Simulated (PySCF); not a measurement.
1,1,1-trichloroethane (C2H3Cl3), SMILES CC(Cl)(Cl)Cl.

Coordinates come from a ωB97X-D3(BJ)/def2-SVP optimisation.

These are SMD-B3LYP/def2-SVP run with PySCF values and carry that method's errors.

Solvation free energies are E(SMD) − E(gas) at the gas-phase geometry, for 1 M in both phases. In vacuum the dipole moment is 1.63 D.

### Question
Estimate the solvation free energies in water, benzene, tetrahydrofuran. (The exact figures need the calculation; the answer reports its results.)

### Answer

```csv
solvent,ΔG(solv) (kcal/mol),its non-electrostatic (CDS) part,dipole (D)
water,-0.2,2.0,2.15
benzene,-4.5,-3.5,1.85
tetrahydrofuran,-4.3,-2.5,2.05
```
